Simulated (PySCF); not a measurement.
CH2O3, SMILES O=C(O)O. Heavy atoms are numbered as in [OH:1][C:2](=[O:3])[OH:4]. Hydrogens are named by the atom that carries them.

Geometry: B3LYP-D3(BJ)/def2-SVP. One conformer was computed; it need not be the lowest.

Computed with PySCF with PBE/def2-TZVPD.

Mulliken values depend strongly on the basis, most of all with diffuse functions as here. ESP charges are fitted to the potential on shells at 1.4 to 2.0 van der Waals radii. Atomic charges (e), one atom of each kind:

| atom | ESP fit | Mulliken |
|---|---|---|
| O1 (OH) | -0.47 | -0.34 |
| C2 | 0.69 | 0.46 |
| O3 | -0.55 | -0.43 |
| H on O1 | 0.40 | 0.32 |
